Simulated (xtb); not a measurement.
F3Y, singlet, geometry from GFN2-xTB (such geometries of metal compounds can be far from the true shape).

The xtb input:
```
$ xtb mol.xyz --gfn 2 --etemp 10000 --json

# file mol.xyz
4

Y      0.06440607    -0.13267464    -0.31224007
F     -1.52788470    -0.68420205     0.52720126
F     -0.08680010     1.74084587    -0.20597742
F      1.33559184    -0.48172038     1.03181646
```

Problem. What does this run give for the dipole moment, HOMO-LUMO gap, total energy (a free energy at this electronic temperature)?

Solution. 
dipole moment: 4.50 D
HOMO-LUMO gap: 4.11 eV
total energy (a free energy at this electronic temperature): -15.6879 Eh
